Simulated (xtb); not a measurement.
C$_{7}$H$_{7}$O, doublet, geometry from GFN2-xTB; GFN0-xTB run with xtb.

Input for xtb:
```
$ xtb mol.xyz --gfn 0 --uhf 1 --grad --json

# file mol.xyz
15

C     -2.77485450    -0.31397233    -0.09795376
C     -1.29792260    -0.13873099    -0.03622907
C     -0.45540720    -1.26271643     0.02356923
C      0.90039985    -1.13281791     0.06596932
C      1.53805169     0.17123047     0.05117137
O      2.76698655     0.30614444     0.08995023
C      0.63546333     1.30580553    -0.01312065
C     -0.71777593     1.13931539    -0.05441069
H     -3.10307357    -1.07229238     0.61135704
H     -3.06467633    -0.65514815    -1.09371576
H     -3.29368044     0.61901725     0.10676058
H     -0.90589933    -2.24607811     0.03647089
H      1.54792454    -1.99548828     0.11300103
H      1.08227016     2.28858041    -0.02585172
H     -1.36648507     2.00357152    -0.10159847
```

Output, abridged:

```
   ID    Z sym.   atoms
    1    6 C      1-5, 7, 8
    2    8 O      6
    3    1 H      9-15

           -------------------------------------------------
          |                Calculation Setup                |
           -------------------------------------------------

           -------------------------------------------------
          |                 G F N 0 - x T B                 |
           -------------------------------------------------

          ...................................................
          :                      SETUP                      :
          :.................................................:
          :  # basis functions                  46          :
          :  # atomic orbitals                  46          :
          :  # shells                           30          :
          :  # electrons                        41          :
          :  electronic temp.          300.0000000     K    :
          :  accuracy                    1.0000000          :
          :  -> integral cutoff          0.2500000E+02      :
          :  -> integral neglect         0.1000000E-07      :
          ...................................................

         :::::::::::::::::::::::::::::::::::::::::::::::::::::
         ::                     SUMMARY                     ::
         :::::::::::::::::::::::::::::::::::::::::::::::::::::
         :: total energy             -21.864372411244 Eh    ::
         :: gradient norm              0.016401152868 Eh/a0 ::
         :: HOMO-LUMO gap              3.326086478638 eV    ::
         ::.................................................::
         :: H0 energy                -22.151433913418 Eh    ::
         :: repulsion energy           0.358374452098 Eh    ::
         :: electrostat energy        -0.053103012818 Eh    ::
         :: -> Gsolv                   0.000000000000 Eh    ::
         ::    -> Gsasa                0.000000000000 Eh    ::
         ::    -> Gshift               0.000000000000 Eh    ::
         :: dispersion energy         -0.005323308792 Eh    ::
         :: short-range corr.         -0.012886628314 Eh    ::
         :: add. restraining           0.000000000000 Eh    ::
         :: total charge              -0.000000000000 e     ::
         :::::::::::::::::::::::::::::::::::::::::::::::::::::

           -------------------------------------------------
          |                Property Printout                |
[...]
     7   6 C        2.908    -0.192    34.814     9.644
     8   6 C        2.910    -0.119    32.698     9.347
     9   1 H        0.925     0.140     1.460     1.889
    10   1 H        0.924     0.141     1.451     1.884
    11   1 H        0.925     0.139     1.467     1.894
    12   1 H        0.925     0.116     1.646     2.006
    13   1 H        0.926     0.157     1.348     1.815
    14   1 H        0.926     0.157     1.347     1.815
    15   1 H        0.925     0.115     1.654     2.011

 Mol. C6AA /au·bohr⁶  :       2703.208499
 Mol. C8AA /au·bohr⁸  :      67148.385002
 Mol. α(0) /au        :         81.995949

Wiberg/Mayer (AO) data.
largest (>0.10) Wiberg bond orders for each atom

 ---------------------------------------------------------------------------
     #   Z sym  total        # sym  WBO       # sym  WBO       # sym  WBO
 ---------------------------------------------------------------------------
     1   6 C    3.976 --     2 C    1.037    11 H    0.978     9 H    0.968
                            10 H    0.955
     2   6 C    3.900 --     8 C    1.317     3 C    1.308     1 C    1.037
     3   6 C    3.988 --     4 C    1.586     2 C    1.308    12 H    0.969
     4   6 C    3.956 --     3 C    1.586     5 C    1.140    13 H    0.969
     5   6 C    3.929 --     6 O    1.570     7 C    1.142     4 C    1.140
     6   8 O    1.893 --     5 C    1.570
     7   6 C    3.953 --     8 C    1.577     5 C    1.142    14 H    0.969
     8   6 C    3.988 --     7 C    1.577     2 C    1.317    15 H    0.968
     9   1 H    0.980 --     1 C    0.968
    10   1 H    0.982 --     1 C    0.955
    11   1 H    0.978 --     1 C    0.978
    12   1 H    0.980 --     3 C    0.969
    13   1 H    0.987 --     4 C    0.969
    14   1 H    0.987 --     7 C    0.969
    15   1 H    0.980 --     8 C    0.968
 ---------------------------------------------------------------------------

Topologies differ in total number of bonds
Writing topology from bond orders to xtbtopo.mol

 dipole moment from electron density (au)
     X       Y       Z
  -2.3010  -0.2715  -0.0973  total (Debye):    5.894

           -------------------------------------------------
          | TOTAL ENERGY              -21.864372411244 Eh   |
          | GRADIENT NORM               0.016401152868 Eh/α |
          | HOMO-LUMO GAP               3.326086478638 eV   |
           -------------------------------------------------

normal termination of xtb
```
